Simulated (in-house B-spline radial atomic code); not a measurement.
Successive ionisation energies of krypton; each step leads to the configuration of the next row (after the last: [Ar] 3d5). NIST's values go from ground level to ground level; the uncertainty of those that are theory runs from under 0.1 % in few-electron ions to several per cent in heavy many-electron ones. Computed with an all-electron radial atomic-structure program (B-spline basis): non-relativistic Hartree-Fock, average of the configuration, point nuclei.

This level leaves out relativity, spin-orbit splitting included, which matters for heavy ions.

```tsv
ion	configuration	ionisation energy (eV)	tabulated value (eV)	tabulated kind	computed minus tabulated (eV)	highest orbital	largest mean radius (bohr)
Kr	[Ar] 3d10 4s2 4p6	13.3	13.99961	measured	-0.7	4p	1.9516
Kr+	[Ar] 3d10 4s2 4p5	24.1	24.35984	measured	-0.2	4p	1.8428
Kr2+	[Ar] 3d10 4s2 4p4	36.0	35.838	measured	0.2	4p	1.7563
Kr3+	[Ar] 3d10 4s2 4p3	48.8	50.85	measured	-2.1	4p	1.6839
Kr4+	[Ar] 3d10 4s2 4p2	62.3	64.69	semi-empirical	-2.4	4p	1.6216
Kr5+	[Ar] 3d10 4s2 4p1	76.6	78.49	semi-empirical	-1.9	4p	1.5668
Kr6+	[Ar] 3d10 4s2	105.4	109.13	tabulated theory	-3.8	4s	1.4053
Kr7+	[Ar] 3d10 4s1	122.8	125.802	measured	-3.0	4s	1.3691
Kr8+	[Ar] 3d10	233.2	233	semi-empirical	0.2	3d	0.53943
Kr9+	[Ar] 3d9	271.5	268	tabulated theory	3.5	3d	0.53222
Kr10+	[Ar] 3d8	311.6	308	tabulated theory	3.6	3d	0.52528
Kr11+	[Ar] 3d7	353.5	350	tabulated theory	3.5	3d	0.51962
Kr12+	[Ar] 3d6	397.1	391	tabulated theory	6.1	3d	0.5139
```

Question: Where is the largest jump?

Answer: From Kr7+ to Kr8+, by a factor of 1.90 (122.81 to 233.16 eV); the highest orbital goes from 4s to 3d.

Question: How far is this level of theory from the measured and semi-empirical values?

Answer: Over those 8 rows the differences run from -2.99 to +0.173 eV (mean absolute value 1.3 eV). The calculation leaves out relativity, correlation and, in open shells, the multiplet splittings that an average leaves out.
